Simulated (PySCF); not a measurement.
In(H)(Cl)(OMe) (CH₄ClInO), SMILES C[O][InH][Cl].

Coordinates come from a PBE0-D3(BJ)/def2-SVP optimisation. The structure was generated by enumeration; whether it is a known compound was not checked. The def2 effective core potentials stand for the cores of In; spin–orbit coupling is left out. Other conformers were not sampled.

All values below come from PySCF with PBE/def2-TZVP.

Gas-phase values at a fixed geometry.

```json
{
  "total_energy": "-765.84951 hartree",
  "point_group": "Cs",
  "highest_occupied_level": "-6.29 eV",
  "lowest_empty_level": "-2.42 eV",
  "orbital_gap": "3.87 eV",
  "dipole_moment": "3.06 D",
  "quadrupole, principal values (traceless, Buckingham form, about the centre of nuclear charge)": "-3.20, -2.07, 5.27 D·Å",
  "mean_static_polarisability": "68.2 bohr³ (10.11 Å³)",
  "polarisability_principal_values": "48.0, 66.3, 90.5 bohr³"
}
```
